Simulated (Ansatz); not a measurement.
One geometry of TlH₂⁻, several levels of theory.

```yaml
crystal:
  periodic: [false, false, false]
  atoms:
    - {symbol: Tl, position_ang: [0.408321, -0.369006, -0.091659]}
    - {symbol: H, position_ang: [-0.534235, -0.525782, 1.434923]}
    - {symbol: H, position_ang: [0.125914, 0.894788, -1.343263]}
basis:
  gaussian: {orbitals: def2-TZVPD, initial_orbitals: start.molden}
total_charge: -1
hamiltonian: {xc: r2scan, dispersion: d4}
scf: {omitted_lower_state_checks: [starts]}
output: {orbitals: {seedname: orbitals}}
```

The file start.molden holds the orbitals of an earlier run on this structure, at another level or in another basis.

```sh
$ ansatz run in.yaml --threads 4 --pin off --events-out ev --progress --plain --max-ram 3916MiB
```

It prints (some lines left out):

```
Functional definition: r2SCAN
540 factors; their error is unknown
mean field evaluation 1: about -4727.9752 eV, gradient 3.3e0 eV
mean field evaluation 2: about -4727.9892 eV, gradient 2.0e-2 eV
mean field evaluation 4: about -4727.9831 eV, gradient 5.9e-5 eV
mean field evaluation 8: about -4727.9831 eV, gradient 6.5e-6 eV
mean field -4727.98307518 eV, -173.7501732707 hartree, gradient 6.5e-6 eV, S^2 0.000000; 0 other end points of the search recorded, 0 dependent functions left out
reference -4727.98308740 eV, -173.7501737199 hartree; 12, 12 occupied and 62, 62 virtual orbitals, 540 factors
Total energy: -4727.99348383 eV, -173.7505557815 hartree
Checks for a lower state left out: starts
```

Hardware: 4 threads of Intel Xeon on a shared host. Wall time 0.6 s.

The first input with `gaussian: {orbitals: def2-TZVPD}`, `hamiltonian: {xc: pbe0, dispersion: d4}` and without the key `scf` (abridged; 0.35 s):

```
Functional definition: PBE0
mean field -4725.72711345 eV, -173.6672682064 hartree, gradient 3.8e-5 eV, S^2 0.000000
Total energy: -4725.76835125 eV, -173.6687836675 hartree
```

First input, but with `hamiltonian: {xc: pbe, dispersion: d4}` (abridged; 0.3 s):

```
Functional definition: PBE
mean field -4726.71516797 eV, -173.7035785403 hartree, gradient 7.7e-5 eV, S^2 0.000000
Total energy: -4726.76467095 eV, -173.7053977414 hartree
Checks for a lower state left out: starts
```

As the first input, with `correlation: {method: ccsd_t}` and without the key `hamiltonian` (abridged; 1.1 s):

```
Functional definition: HF
mean field evaluation 16: about -4693.7862 eV, gradient 1.6e-2 eV
mean field -4696.78035155 eV, -172.6034943273 hartree, gradient 7.5e-6 eV, S^2 0.000000; 1 other end points of the search recorded, 0 dependent functions left out; unrestricted orbitals would lower it
determinant -4696.78035155 eV, -172.6034943273 hartree, with singles and doubles -4707.42450878 eV, -172.9946598907 hartree
determinant -4693.78615472 eV, -172.4934596234 hartree, with singles and doubles -4704.35162479 eV, -172.8817334872 hartree
4 core orbitals not correlated: weight in the atoms' cores, before any rotation towards them, 1.000 or more for the frozen orbitals, at most 0.000 for the correlated occupied ones
second order -10.89864354 eV of doubles, -0.00000000 eV of singles
cycle   1  -10.59435106 eV  change   -1.8e-1 eV  update   2.3e-2
cycle   2  -10.60339460 eV  change   -9.0e-3 eV  update   8.1e-3
cycle   3  -10.60503834 eV  change   -1.6e-3 eV  update   5.1e-3
cycle   4  -10.60688510 eV  change   -1.8e-3 eV  update   2.4e-3
cycle   5  -10.60709690 eV  change   -2.1e-4 eV  update   1.0e-3
cycle   6  -10.60691478 eV  change    1.8e-4 eV  update   2.8e-4
cycle   7  -10.60686174 eV  change    5.3e-5 eV  update   9.8e-5
cycle   8  -10.60683248 eV  change    2.9e-5 eV  update   3.8e-5
cycle   9  -10.60682426 eV  change    8.2e-6 eV  update   1.4e-5
perturbative correction -0.26642462 eV, -0.0097909241 hartree
Total energy: -4707.65360042 eV, -173.0030788534 hartree
Checks for a lower state left out: starts
```

Geometry: r2SCAN-D4/def2-TZVP, that of the neutral doublet.

In the def2 sets Tl takes a core potential; there is no spin–orbit coupling. Correlated methods freeze 4 core orbitals; core or outer-core shells of Tl are correlated, in sets that lack core-valence functions. The restricted singlet is unstable towards broken spin symmetry in Hartree–Fock (as tested in another run); at r2SCAN-D4/def2-TZVPD, PBE0-D4/def2-TZVPD, PBE-D4/def2-TZVPD this wasn't settled. At r2SCAN-D4/def2-TZVPD, PBE0-D4/def2-TZVPD, PBE-D4/def2-TZVPD the highest occupied level of the charge -1 singlet lies above zero (up to 1.44 eV). By energy differences its removal costs 1.01 eV (vertical, to the charge 0 doublet, at PBE-D4/def2-TZVPD); a positive level beside a positive removal energy at the same level points to self-interaction error. At CCSD(T)/def2-TZVPD T1 of the charge -1 singlet is large (up to 0.020), so the single-reference result is doubtful. At CCSD(T)/def2-TZVPD the restricted singlet (for correlated methods, its reference) is unstable: a solution with broken spin symmetry lies lower. The structure comes from a short search, and lower isomers may exist.
